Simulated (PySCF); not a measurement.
An unknown shows these calculated signals:

$^{1}$H NMR (400 MHz, computed): δ 4.33 (q, 2H), 3.88 (m, 2H), 3.51 (s, 3H), 1.49 (t, 3H).

$^{13}$C{$^{1}$H} NMR (computed): δ 131.7 (C), 77.7 (CH2), 64.5 (CH2), 60.5 (CH3), 19.6 (CH3).

Level of theory: shielding tensors at PBE0/pcSseg-1 (GIAO), GFN2-xTB geometry, in PySCF 2.14 (rapidly exchanging positions averaged, relativity neglected, isolated molecule, a single conformation).

Shifts are taken against calculated references (same method and geometry level): $^{1}$H (σ = 31.72 ppm) and $^{13}$C (σ = 186.93 ppm) against TMS.

Which of these does the molecule contain: a methoxy group, a tert-butyl group, a ketone, a nitrile, a CH3CH2 unit?

Answers


- A methoxy group: yes (δC 60.5; δH 3.51 (s)).
- A tert-butyl group: no.
- A ketone: no.
- A nitrile: no.
- A CH3CH2 unit: yes (δC 19.6, 64.5; δH 1.49 (t), 4.33 (q)).

The data belong to `C(C(OCC)(F)F)OC`, C$_{5}$H$_{10}$F$_{2}$O$_{2}$; they needn't prove each group on their own.

Carbon signals by region: 1 in the sp2 and nitrile region (100–160 ppm), 3 at 50–100 ppm, 1 below 50 ppm.

Splittings by $^{19}$F in the carbon and heteronuclear signals aren't shown, as no couplings were computed. Shifts are as computed. Against solution values, carbons near 30 ppm lie about +3 ppm off and those near 130 ppm about +5 ppm. Of 1211 compounds with measured shifts, 218 miss one by over three times the rms of a fit or turn the order of signals round; such compounds aren't used in these exercises. No couplings were computed; multiplicities are counted from neighbouring protons, with m where these are inequivalent, close in shift, in a saturated or five-membered ring or joined by F or P, and br s for small geminal =CH2 splittings.
